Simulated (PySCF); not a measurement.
Vertical excitations of a molecule C2H9NSi3 from PySCF with TDA-CAM-B3LYP/def2-SVPD, as energy in eV (oscillator strength): 4.04 (0.000), 5.85 (0.008), 5.92 (0.026), 6.18 (0.013), 6.31 (0.056), 6.60 (0.109). Lowest triplet (TDA): 3.26 eV. Geometry optimised at B3LYP-D3(BJ)/def2-SVP. Other conformers were not sampled.

**Question.** Which structure fits?
A) C#C[SiH2][Si@@H](N)[SiH3]
B) CC1=N[SiH2][Si@@H]1[SiH3]
C) [SiH3]N1C=C[Si@@H]1[SiH3]
D) [SiH3][Si@H]1CN=C[SiH2]1

**Answer.** D, [SiH3][Si@H]1CN=C[SiH2]1
